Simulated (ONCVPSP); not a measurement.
**Transferability test, ONCV potential for manganese**

| Item | Value |
| --- | --- |
| Element | manganese (Mn) |
| Generator | ONCVPSP 4.0.1 |
| Type | optimised norm-conserving Vanderbilt (ONCV) |
| Functional | PBE |
| Relativity | scalar-relativistic |
| Frozen core | [Ne] |
| Valence charge | 15 |
| Reference configuration | 3s2 3p6 3d6 4s1 |
| Partial waves | 3s+4s: rc 1.15 bohr, ncon 4, nbas 7, qcut 11.1 1/bohr, 2 projectors; 3p: rc 1.25 bohr, ncon 4, nbas 8, qcut 8.5 1/bohr, 2 projectors, debl 2.3 Ha; 3d: rc 2.05 bohr, ncon 4, nbas 8, qcut 7.7 1/bohr, 2 projectors, debl 3.9 Ha; f scattering state at 0.05 Ha: rc 1.85 bohr, ncon 4, nbas 7, qcut 7 1/bohr, 2 projectors, debl 3.1 Ha |
| Local potential | polynomial inside 0.75 bohr (lpopt 4, dvloc0 0 Ha) |
| Core correction | polynomial model core, fcfact 0.2 |

Energies are relative to the spin-unpolarised reference configuration 3s2 3p6 3d6 4s1; without spin polarisation the order of configurations can differ from experiment.

```tsv
valence configuration	charge	ΔE all-electron (eV)	error AE − PS (meV)
3s2 3p6 3d5 4s2	0	0.358	+79
3s2 3p5 3d5 4s2	+1	62.338	-107
```

(1) What are ΔE and the potential's error for 3s2 3p6 3d5 4s1?

(2) What are ΔE and the potential's error for 3s2 3p6 3d5 4s0?

Levels in the configuration 3s2 3p6 3d5 4s2:

```csv
level,all-electron (eV),pseudo (eV)
3s,-85.879,-85.750
3p,-54.593,-54.492
3d,-6.771,-6.599
4s,-5.107,-5.134
```

## Answers

(1) ΔE = 8.775 eV all-electron; the error (AE − PS) is +50 meV.

(2) ΔE = 24.373 eV all-electron; the error (AE − PS) is +16 meV.
